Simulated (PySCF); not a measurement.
Input file for PySCF: R-BP86/6-31G* on CHClO (a complex), monomers drawn apart or pushed together.

```python
from pyscf import gto, scf, dft, mp
from pyscf.data.elements import chemcore

mol = gto.M(
    atom='''
    Cl   -0.03322094    0.05094674   -0.99541496
    H    -0.02208516   -0.10406125    0.28305948
    C     0.00494722   -0.48908619    3.46100768
    O     0.01460896   -0.62376636    4.57552747
    ''',
    basis='6-31g*',
    cart=True,
    charge=0, spin=0, verbose=3, max_memory=1800)
mf = dft.RKS(mol, xc='b88,p86')
mf.conv_tol = 1e-8
mf.max_cycle = 100
mf.kernel()
if not mf.converged:
    mf = mf.newton().run(mf.mo_coeff, mf.mo_occ)
```

Q: Predict the final total energy.

A: -574.1311 hartree.
